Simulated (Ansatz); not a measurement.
Species: C3H9Al, SMILES `[CH3][Al]([CH3])[CH3]` (charge 0, multiplicity 1), formula C3H9Al.

Question: How many basis functions does frozen-core CCSD(T)/cc-pVTZ // B3LYP-D3(BJ)/def2-TZVP in Ansatz (a first-principles code) use, how many core orbitals are frozen, and how many electrons are correlated?

Answer: 250 basis functions and 8 frozen orbitals, which leaves 24 correlated electrons. Core time is of the order of minutes.
